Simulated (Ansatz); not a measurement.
The pair A = H2S (SMILES S) (first 3 atoms), B = H2Se (SMILES [SeH2]); geometry from B3LYP-D3(BJ)/def2-TZVP.
(charge 0, multiplicity 1):
```csv
atom,x (Å),y (Å),z (Å)
S,-0.2334,-0.2309,-0.0826
H,0.5821,0.8166,0.1179
H,-1.3017,0.4332,0.3868
Se,0.1829,0.1574,3.5574
H,0.4000,-0.0724,4.9961
H,0.3934,-1.2618,3.2488
```

Cores are frozen in the correlated methods. Filled d and f shells under p-block atoms count as core. MP2 and its Hartree–Fock in def2-QZVPPD are density fitted.

Codes used: Ansatz (a program for electronic structure) with Gaussian orbitals. Values without a source in brackets are computed.

The counterpoise-corrected interaction energy is E(AB) − E(A in the pair's basis) − E(B in the pair's basis). Total energies (hartree):

| level | AB | A in the pair's basis | B in the pair's basis |
|---|---|---|---|
| HF/def2-TZVPPD | -2799.7127045 | -398.7085428 | -2401.0048743 |
| MP2/def2-TZVPPD | -2800.0785220 | -398.9011105 | -2401.1751163 |
| HF/def2-QZVPPD | -2799.7709237 | -398.7195316 | -2401.0521371 |
| MP2/def2-QZVPPD | -2800.1658451 | -398.9270800 | -2401.2361444 |
| CCSD(T)/def2-TZVPPD | -2800.1402138 | -398.9336249 | -2401.2047740 |

Question: Work out the counterpoise-corrected interaction energy at the basis-set limit: extrapolate the MP2 correlation part as X⁻³, take Hartree–Fock from the larger set, and add the CCSD(T) − MP2 difference of def2-TZVPPD.

Answer: 
1. Differences (1 hartree = 627.509 kcal/mol): HF/def2-TZVPPD 0.447; MP2/def2-TZVPPD -1.440; HF/def2-QZVPPD 0.467; MP2/def2-QZVPPD -1.645; CCSD(T)/def2-TZVPPD -1.139.
2. Correlation parts, MP2 less HF: -1.887 in def2-TZVPPD (X = 3), -2.112 in def2-QZVPPD (X = 4).
3. Limit (4³·(-2.112) − 3³·(-1.887))/(4³ − 3³) = -2.276; with HF/def2-QZVPPD it gives -1.808.
4. CCSD(T) less MP2 in def2-TZVPPD: 0.301.
Result: -1.51 kcal/mol, against -1.44 at MP2/def2-TZVPPD. It is an estimate of this method's limit, not of the exact value.
